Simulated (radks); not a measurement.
Coulomb parameter of the 4d shell of the molybdenum ion Mo+ in the model configuration [Kr] 4d4 5s1, as a second difference U = [E(n + 0.25) + E(n - 0.25) - 2 E(n)] / (0.25)^2 with all orbitals relaxed. "Bare": the charge of the atom changes with n. "Screened": the 5s shell takes up the change at fixed total charge, which measures U(4d,4d) + U(5s,5s) - 2 U(4d,5s). Method: scalar-relativistic Kohn-Sham, LDA (Slater exchange, Perdew-Wang correlation), spin-unpolarised, spherical densities, finite nucleus; Fermi nuclear charge, rms radius 4.4091 fm; computed with a radial shooting solver on a logarithmic mesh with Libxc functionals.

start: configuration [Kr] 4d4 5s1; E - E(n) (eV) 0.000
bare +0.25: configuration [Kr] 4d4.25 5s1; E - E(n) (eV) -2.932
bare -0.25: configuration [Kr] 4d3.75 5s1; E - E(n) (eV) 3.565
screened +0.25: configuration [Kr] 4d4.25 5s0.75; E - E(n) (eV) -0.383
screened -0.25: configuration [Kr] 4d3.75 5s1.25; E - E(n) (eV) 0.465

U(bare) = 10.125 eV, U(screened by 5s) = 1.311 eV, against the Slater integral F0(4d,4d) = 13.791 eV with frozen orbitals.
